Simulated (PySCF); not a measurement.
Structure with atom numbers: `[CH3:1]/[C:2](=[CH:3]\[CH2:4][Cl:5])[CH2:6][F:7]`. Each H is labelled by its parent atom.

Geometry: GFN2-xTB; GIAO absolute shieldings from PySCF 2.14, gas phase, non-relativistic, averaged over equivalent atoms.

At B3LYP/3-21G (83 basis functions, of the order of 27 core-seconds):
```csv
atoms,σ (ppm)
C2,75.7
C3,96.5
C6,128.2
C4,165.2
C1,191.2
Cl5,871.8
F7,435.8
H(C3),27.11
H(C6),28.07
H(C4),29.22
H(C1),31.43
```

What do these become at wB97X-D/6-31++G**?

## Answers


```tsv
atoms	σ at wB97X-D/6-31++G**	change
C2	57.2	-18.5
C3	81.0	-15.5
C6	115.3	-12.9
C4	156.8	-8.4
C1	186.2	-5.0
Cl5	842.5	-29.3
F7	426.5	-9.3
H(C3)	25.51	-1.60
H(C6)	26.88	-1.19
H(C4)	27.88	-1.34
H(C1)	30.14	-1.29
```

The largest change is at Cl5 (chlorine bonded to C). Cost: 178 basis functions, roughly 70 core-seconds. The order of the carbon signals is the same at both levels.

Carbons that carry Cl, above all several Cl atoms, come out too deshielded, partly because spin–orbit coupling is missing.
